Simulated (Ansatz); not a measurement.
Stretching the Bi1–H2 bond in BiFH2 (SMILES [F][BiH2]) (multiplicity 1 held, fragments rigid). Energies count from the point at 1.806 Å.
Geometry at that point (charge 0, multiplicity 1):
```xyz
4

Bi    -0.098    -0.115     0.123
H     -1.578     0.183    -0.868
H      0.324    -1.511    -0.943
F      1.041     1.209    -0.932
```

Restricted levels (R-, RO-) in cc, def2 and unpolarised 6-31G sets keep to the state of the molecule at rest. Unrestricted levels (U-) break spin symmetry where that is lower. Active spaces are followed from a long bond inwards. Levels need not reach the same state.

Frozen-core correlation. Filled d and f shells under p-block atoms count as core.

Run with Ansatz (Gaussian basis) for Hartree–Fock, density functionals and correlated methods.  In def2 rows elements past Kr take small-core potentials, without spin–orbit coupling.

```tsv
level	energy at R = 5.779 Å (kcal/mol)
U-HF/def2-TZVPP	40.89
R-r2SCAN/def2-TZVPP	97.80
R-wB97X-V/def2-TZVPP	134.59
U-wB97X-V/def2-TZVPP	63.32
R-MP2/def2-TZVPP	78.16
U-CCSD/def2-TZVPP	61.17
CASSCF(2,2)/def2-TZVPP	[?]
FIC-MRCISD on CASSCF(2,2)/def2-TZVPP	61.01
FIC-MRCISD+Q on CASSCF(2,2)/def2-TZVPP	61.98
```

### Question
What belongs in the gaps?

### Answer

- CASSCF(2,2)/def2-TZVPP, energy at R = 5.779 Å (kcal/mol): 54.44

Doubts at one or more of the structures used: a spin-contaminated determinant (U-HF/def2-TZVPP, U-wB97X-V/def2-TZVPP, U-CCSD/def2-TZVPP); a restricted determinant that unrestricted orbitals would lower (R-r2SCAN/def2-TZVPP, R-wB97X-V/def2-TZVPP, R-MP2/def2-TZVPP).

Ansatz is a first-principles code.
